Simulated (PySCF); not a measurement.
Ga(Me)(NH2) (CH5GaN), SMILES [CH3][Ga+][NH2], charge +1.

Geometry optimised at ωB97X-D3(BJ)/def2-SVP. The spin state was assumed, not searched. The isomer is the one that the SMILES or the coordinates give; other isomers of the formula were not compared. The values are those of a single conformer.

These are PySCF with TDDFT-B3LYP/def2-SVPD values and carry that method's errors.

Vertical excitations. 

**Question.** Give excitation energies, oscillator strengths and character. (Estimate from the structure and the level; the computed values follow.)

**Answer.** 
```tsv
state	energy (eV)	λ (nm)	f	main pairs
S1	4.87	254	0.000	HOMO→LUMO 100 %
S2	5.41	229	0.025	HOMO→LUMO+1 99 %
S3	6.44	193	0.067	HOMO→LUMO+2 93 %
S4	7.26	171	0.024	HOMO−1→LUMO 98 %
S5	8.03	154	0.034	HOMO−1→LUMO+2 96 %
S6	8.32	149	0.345	HOMO−1→LUMO+1 67 %, HOMO−2→LUMO 25 %
S7	8.55	145	0.024	HOMO→LUMO+3 76 %, HOMO→LUMO+4 22 %
S8	8.66	143	0.001	HOMO−3→LUMO 99 %
S9	8.94	139	0.017	HOMO−2→LUMO+1 97 %
S10	8.95	138	0.081	HOMO−3→LUMO+1 72 %, HOMO−2→LUMO 15 %
T1	4.75	261	0	HOMO→LUMO 100 %
T2	4.85	256	0	HOMO→LUMO+1 98 %
T3	5.06	245	0	HOMO→LUMO+2 99 %
T4	6.64	187	0	HOMO−1→LUMO+1 82 %, HOMO−1→LUMO 16 %
```
Triplets are in the Tamm–Dancoff approximation, which puts them higher than full response would, so one can lie above its singlet here.
